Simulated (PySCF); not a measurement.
**Spinor energies of Bi⁶⁸⁺ (bismuth, charge +68)**

Start: [Ne] 3s2 3p3; 3p1/2 filled at m_j = -1/2, +1/2; 3p3/2 filled at m_j = +3/2. Calculated with PySCF 2.14 in an uncontracted even-tempered set (17 s from 24 bohr⁻², ratio 2.4; 14 p from 31 bohr⁻², ratio 2.4; 4 d from 110 bohr⁻², ratio 2.6; 4 f from 160 bohr⁻², ratio 2.6): generalised Hartree-Fock with the X2C-1e Hamiltonian and a Gaussian nucleus; one run each with spin-orbit coupling (SO) switched off, then screened by Boettger's factors.

```json
{"spinor shell": "1s1/2", "electrons": "2", "ε, spin-free (eV)": "-96961.3", "ε, screened SO (eV)": "-96904.7", "weight of nominal j (screened SO)": "1.000", "rms radius, screened SO (bohr)": "0.0178"}
{"spinor shell": "2s1/2", "electrons": "2", "ε, spin-free (eV)": "-22166.1", "ε, screened SO (eV)": "-22143.7", "weight of nominal j (screened SO)": "1.000", "rms radius, screened SO (bohr)": "0.0709"}
{"spinor shell": "2p1/2", "electrons": "2", "ε, spin-free (eV)": "-19820.6", "ε, screened SO (eV)": "-21539.3", "weight of nominal j (screened SO)": "1.000", "rms radius, screened SO (bohr)": "0.0597"}
{"spinor shell": "2p3/2", "electrons": "4", "ε, spin-free (eV)": "-19820.6", "ε, screened SO (eV)": "-19149.2", "weight of nominal j (screened SO)": "1.000", "rms radius, screened SO (bohr)": "0.0679"}
{"spinor shell": "3s1/2", "electrons": "2", "ε, spin-free (eV)": "-8870.1", "ε, screened SO (eV)": "-8861.8", "weight of nominal j (screened SO)": "1.000", "rms radius, screened SO (bohr)": "0.171"}
{"spinor shell": "3p1/2", "electrons": "2", "ε, spin-free (eV)": "-8218.0", "ε, screened SO (eV)": "-8645.6", "weight of nominal j (screened SO)": "1.000", "rms radius, screened SO (bohr)": "0.161"}
{"spinor shell": "3p3/2", "electrons": "1", "ε, spin-free (eV)": "-8218.0", "ε, screened SO (eV)": "-8020.0", "weight of nominal j (screened SO)": "1.000", "rms radius, screened SO (bohr)": "0.174"}
```

| quantity | spin-free | screened SO |
| --- | --- | --- |
| E (hartree) | -15896.87906 | -15954.90690 |
| M_J | 3/2 | 3/2 |
| ⟨J²⟩ | 3.750 | 3.750 |
| ⟨L²⟩ | 0.000 | 2.647 |
| ⟨S²⟩ | 3.750 | 1.496 |

Each row is a mean over spinors that exchange with the open shell spreads, by up to 34.059 eV (3s1/2).

Breit and QED terms are absent; they matter most for the inner s and p1/2 levels.

Densities and radii are taken from the X2C orbitals without a picture-change correction, which distorts them close to the nucleus.

Without spin-orbit coupling the j labels of p, d and f shells carry no meaning; the spin-free column gives the mean over the occupied spinors of each nl shell.
